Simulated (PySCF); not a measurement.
Electron correlation in As²⁺ (arsenic, charge +2)

[Ar] 3d10 4s2 4p1, 2P determinant. All numbers are calculated (PySCF 2.14, scalar relativity by spin-free X2C-1e, in x2c-TZVPPall (6s5p4d1f, 48 functions)). Frozen: [Ne]; 21 electrons correlated.

```csv
level,correlation energy (mhartree)
CCSD,-283.37
(T),-6.02
CCSD(T),-289.39
```

Diagnostics: T1 = 0.0061, D1 = 0.0231, largest double amplitude 0.090.

Cost of the coupled-cluster step: roughly 6 core-seconds, for 21 correlated electrons.

This basis was not built for core-valence correlation, so the inner-shell part is incomplete.
